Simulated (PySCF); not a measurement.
Compound: ClH7SSi3.
Numbering: `[SiH3:1][SiH2:2][S:3][SiH2:4][Cl:5]` (hydrogens: H6, H7, H8 on Si1; H9, H10 on Si2; H11, H12 on Si4)

The same species was optimised twice, with GFN2-xTB and with PBE0-D3(BJ)/def2-SVP (PySCF), and the same property calculations (PySCF, gas phase) were run on both structures.

```
        coordinate  GFN2-xTB  PBE0-D3(BJ)/def2-SVP  change
       Si4–Cl5 (Å)     2.021                 2.072  +0.051
       Si4–H11 (Å)     1.450                 1.486  +0.036
       Si1–Si2 (Å)     2.315                 2.350  +0.035
       Si2–H10 (Å)     1.459                 1.493  +0.034
       Si4–H12 (Å)     1.455                 1.488  +0.033
        Si1–H8 (Å)     1.464                 1.495  +0.031
        Si2–H9 (Å)     1.463                 1.493  +0.030
        Si1–H7 (Å)     1.466                 1.494  +0.028
        Si1–H6 (Å)     1.466                 1.493  +0.027
        Si2–S3 (Å)     2.185                 2.171  -0.014
        S3–Si4 (Å)     2.129                 2.129   0.000
   Si1–Si2–H10 (°)     117.1                 110.2    -6.9
    Si2–S3–Si4 (°)     106.3                 100.2    -6.1
     S3–Si2–H9 (°)     104.3                 110.2    +5.9
    S3–Si2–H10 (°)      98.7                 104.0    +5.3
    Si1–Si2–H9 (°)     115.8                 111.1    -4.7
    Si2–Si1–H7 (°)     112.5                 109.3    -3.2
     H6–Si1–H7 (°)     106.8                 109.7    +2.9
   H11–Si4–H12 (°)     114.3                 111.5    -2.8
Si1–Si2–S3–Si4 (°)        56                    45     -11
Si2–S3–Si4–Cl5 (°)        35                    52     +17
```

Rotational constants: A = 1853, B = 1022, C = 806.6 MHz (GFN2-xTB) against A = 1770, B = 1067, C = 836.5 MHz (PBE0-D3(BJ)/def2-SVP). Point groups within 0.08 Å: C1 and C1.

On the GFN2-xTB structure: HOMO (eV) -7.43 [PBE0/pcSseg-1]; LUMO (eV) -0.79 [PBE0/pcSseg-1]; dipole (D) 1.17 [PBE0/pcSseg-1]; GIAO shielding of Si1 (ppm) 463.6 [PBE0/pcSseg-1]; GIAO shielding of Si2 (ppm) 406.3 [PBE0/pcSseg-1]; GIAO shielding of S3 (ppm) 764.3 [PBE0/pcSseg-1]; GIAO shielding of Si4 (ppm) 357.4 [PBE0/pcSseg-1]; GIAO shielding of Cl5 (ppm) 954.5 [PBE0/pcSseg-1].

Problem. What do these properties become on the PBE0-D3(BJ)/def2-SVP structure?

Solution. 
```tsv
property	level	on GFN2-xTB	on PBE0-D3(BJ)/def2-SVP	change
HOMO (eV)	PBE0/pcSseg-1	-7.43	-7.70	-0.27
LUMO (eV)	PBE0/pcSseg-1	-0.79	-0.73	+0.06
dipole (D)	PBE0/pcSseg-1	1.17	1.31	+0.14
energy, GFN2-xTB geometry as zero (kcal/mol)	PBE0/pcSseg-1	0.0	-3.9	-3.9
GIAO shielding of Si1 (ppm)	PBE0/pcSseg-1	463.6	455.3	-8.3
GIAO shielding of Si2 (ppm)	PBE0/pcSseg-1	406.3	400.8	-5.5
GIAO shielding of S3 (ppm)	PBE0/pcSseg-1	764.3	746.3	-18.0
GIAO shielding of Si4 (ppm)	PBE0/pcSseg-1	357.4	352.5	-4.9
GIAO shielding of Cl5 (ppm)	PBE0/pcSseg-1	954.5	924.7	-29.8
```

The heavy atoms differ by 0.137 Å rms after alignment. Among all bonds Si4–Cl5 changes most (+0.051 Å). Changes are differences of the printed values. Neither structure is proved a minimum here.

The values belong to the conformer `[SiH3:1][SiH2:2][S:3][SiH2:4][Cl:5]`: Si1–Si2–S3–Si4 45°, Si2–S3–Si4–Cl5 52°.
